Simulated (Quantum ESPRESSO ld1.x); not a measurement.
Task: These are the eigenvalues of the occupied orbitals of an atom or ion with whole-number occupations (hartree). Method: scalar-relativistic Kohn-Sham, exchange-only LDA, spin-polarised, spherical densities, point nucleus; computed with ld1.x of Quantum ESPRESSO 7.5.

1s up: -349.650
1s down: -349.649
2s down: -42.7718
2s up: -42.7706
2p down: -37.1579
2p up: -37.1574
3s down: -5.02343
3s up: -5.02294
3p up: -3.35716
3p down: -3.35655
3d up: -0.68457
3d down: -0.67531
4s up: -0.51197

Which element is it, and in what charge state? The configuration may be excited. Open shells, if any, are filled with parallel spins first.

Result: Z = 30, zinc, charge +1: Zn+ in [Ar] 3d10 4s1. The list shows which subshells hold electrons but not how many an open one holds; the 1s level, -349.65 hartree, gives Z - s = 26.4 by -(Z - s)^2/2, which with screening and relativity narrows Z to a few neighbours, and the depths of the outer levels then fix element, charge and occupations together.
